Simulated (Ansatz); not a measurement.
Reaction (formal exchange of groups at a C–Ge bond): `N[CH](F)[GeH3]` + `CBS` → `CB(S)C(N)F` + GeH₄

Isolated molecules relaxed with PBE0-D4/def2-TZVP in Ansatz; ΔE leaves out vibrations. CCSD(T)/CBS adds triple-zeta CCSD(T) − MP2 to the extrapolated MP2 energy (def2 sets, frozen cores). Functionals use def2-TZVPP. B3LYP here is the variant with VWN-RPA as its local correlation; programs differ in this. For Ge outer-core shells are correlated without core-valence functions, which leaves a few kJ/mol of doubt a bond. Scalar relativity is left out up to krypton. One conformer a species, not always the lowest.

Task: Is it downhill or uphill in electronic energy at CCSD(T)/CBS, and by how much? (Best estimate.)

Result: Computed: Downhill: ΔE = -27.8 kJ/mol.

Task: What do these levels give: PBE-D4, PBE0-D4, B3LYP-D4, PBE, r2SCAN, PBE0, B3LYP, MP2/def2-TZVPP, CCSD(T)/def2-TZVPP, MP2/def2-QZVPP, SCS-MP2/def2-QZVPP, CCSD/CBS(def2)? (An estimate is asked.)

Result: Ansatz gave: PBE-D4 -31.1, PBE0-D4 -32.7, B3LYP-D4 -30.1, PBE -27.3, r2SCAN -31.1, PBE0 -29.3, B3LYP -24.4, MP2/def2-TZVPP -28.2, CCSD(T)/def2-TZVPP -29.1, MP2/def2-QZVPP -27.6, SCS-MP2/def2-QZVPP -25.5, CCSD/CBS(def2) -26.7 kJ/mol.

Largest T1 diagnostic among the species: 0.013.

In def2-TZVPP, CCSD(T) changes the Hartree–Fock value by −4.8 kJ/mol (the triples alone add −1.1 kJ/mol) and MP2 by −4.0 kJ/mol. The D4 term adds −5.7 kJ/mol with B3LYP and −3.4 kJ/mol with PBE0; it sums over pairs of atoms, weighted by their polarisabilities, and B3LYP, whose exchange is more repulsive, gets the larger term.
